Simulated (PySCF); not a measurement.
Be(Me)(NH2) (CH5BeN), SMILES [CH3][Be][NH2]. Atoms are numbered in the order given.

```xyz
8

Be    -0.0537    -0.0254     0.0486
C      1.1270     0.4139    -1.0717
H      2.0418    -0.1765    -0.9643
H      1.4155     1.4640    -0.9532
H      0.7845     0.2973    -2.1042
N     -1.1083    -0.4080     1.0535
H     -1.5230    -1.3222     1.1426
H     -1.5077     0.2119     1.7404
```

Geometry: B3LYP-D3(BJ)/def2-TZVP. One conformer was computed; it need not be the lowest.

Method: B3LYP-D3(BJ)/def2-TZVP (PySCF 2.14.0).

Harmonic, unscaled wavenumbers; measured fundamentals usually lie a few per cent lower.

```json
[
 {"mode": "1", "ν (cm⁻¹)": "17", "IR (km/mol)": "0.0", "moving atoms (share of kinetic energy)": "H 100 %"},
 {"mode": "2", "ν (cm⁻¹)": "214", "IR (km/mol)": "3.1", "moving atoms (share of kinetic energy)": "Be 50 %, H 45 %"},
 {"mode": "3", "ν (cm⁻¹)": "244", "IR (km/mol)": "3.5", "moving atoms (share of kinetic energy)": "Be 59 %, H 33 %"},
 {"mode": "4", "ν (cm⁻¹)": "367", "IR (km/mol)": "180.4", "moving atoms (share of kinetic energy)": "H 79 %, N 20 %"},
 {"mode": "5", "ν (cm⁻¹)": "576", "IR (km/mol)": "0.7", "moving atoms (share of kinetic energy)": "H 82 %, N 9 %, C 8 %"},
 {"mode": "6", "ν (cm⁻¹)": "601", "IR (km/mol)": "0.2", "moving atoms (share of kinetic energy)": "C 43 %, N 35 %, H 21 %"},
 {"mode": "7", "ν (cm⁻¹)": "713", "IR (km/mol)": "53.7", "moving atoms (share of kinetic energy)": "H 64 %, C 19 %, Be 17 %"},
 {"mode": "8", "ν (cm⁻¹)": "758", "IR (km/mol)": "128.9", "moving atoms (share of kinetic energy)": "H 54 %, Be 27 %, C 11 %, N 8 %"},
 {"mode": "9", "ν (cm⁻¹)": "1228", "IR (km/mol)": "1.2", "moving atoms (share of kinetic energy)": "H 75 %, Be 12 %, C 10 %"},
 {"mode": "10", "ν (cm⁻¹)": "1311", "IR (km/mol)": "224.0", "moving atoms (share of kinetic energy)": "Be 63 %, H 14 %, C 13 %, N 10 %"},
 {"mode": "11", "ν (cm⁻¹)": "1451", "IR (km/mol)": "0.9", "moving atoms (share of kinetic energy)": "H 95 %"},
 {"mode": "12", "ν (cm⁻¹)": "1454", "IR (km/mol)": "0.3", "moving atoms (share of kinetic energy)": "H 95 %"},
 {"mode": "13", "ν (cm⁻¹)": "1577", "IR (km/mol)": "101.2", "moving atoms (share of kinetic energy)": "H 86 %, N 12 %"},
 {"mode": "14", "ν (cm⁻¹)": "3009", "IR (km/mol)": "4.8", "moving atoms (share of kinetic energy)": "H 97 %"},
 {"mode": "15", "ν (cm⁻¹)": "3064", "IR (km/mol)": "17.5", "moving atoms (share of kinetic energy)": "H 91 %, C 9 %"},
 {"mode": "16", "ν (cm⁻¹)": "3074", "IR (km/mol)": "17.5", "moving atoms (share of kinetic energy)": "H 91 %, C 9 %"},
 {"mode": "17", "ν (cm⁻¹)": "3577", "IR (km/mol)": "26.8", "moving atoms (share of kinetic energy)": "H 96 %"},
 {"mode": "18", "ν (cm⁻¹)": "3651", "IR (km/mol)": "21.6", "moving atoms (share of kinetic energy)": "H 92 %, N 8 %"}
]
```
